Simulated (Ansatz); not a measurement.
Program: Ansatz. Geometries: PBE0-D4/def2-TZVP. ΔE: electronic, gas phase. CCSD(T)/CBS adds triple-zeta CCSD(T) − MP2 to the extrapolated MP2 energy (def2 sets, frozen cores). This one scheme is used for every species, atoms too. For atomizations the MP2-based limit and the directly extrapolated one differ by several kJ/mol either way, and by 10 to 25 for some Ge, Se and Sn compounds, so smaller differences from it don't rank the levels. Functionals use def2-TZVPP. HSE06 is defined as in plane-wave codes. No spin–orbit coupling; open shells (•) take unrestricted orbitals. Spin–orbit coupling would lower the free atoms: a little for O, S, Si; strongly for I. def2 core potentials past Kr. For I outer-core shells are correlated without core-valence functions, so the limit isn't a true one: a few kJ/mol of doubt a bond, and 10 to 20 or more in all where bonds break to atoms. One conformer a species, not always the lowest.

`O[SiH](S)I` → 3 H• + I• + O• + S• + Si•  (atomization)

What is ΔE at CCSD(T)/CBS? (Best estimate.)

Computed: +2258.7 kJ/mol.

What do these levels give: PBE-D4, B97M-V, r2SCANh-D4, HSE06, CCSD/def2-SVP, MP2/CBS(def2)? (Estimate.)

Ansatz gave: PBE-D4 2261.9, B97M-V 2244.0, r2SCANh-D4 2229.4, HSE06 2205.0, CCSD/def2-SVP 1986.7, MP2/CBS(def2) 2318.6 kJ/mol.

Largest T1 diagnostic among the species: 0.012.

Leaving LDA and LC-ωPBE aside and taking each functional with its dispersion term where it has one, the values, not all of them listed here, spread over 110.9 kJ/mol, from BHLYP-D4 to PBE-D4. LDA lies +332.5 kJ/mol from PBE without D4, its usual overbinding. At CCSD(T), def2-SVP lies −245.7 kJ/mol from the extrapolated value and def2-TZVPP −90.7 kJ/mol: correlation converges slowly with the basis, and small sets miss more of it in the bonded molecule than in its fragments. From BLYP to BHLYP (50 % exact exchange), in def2-TZVPP and without D4, ΔE moves by −45.5 kJ/mol: exact exchange takes away binding that semilocal exchange gives to molecules.
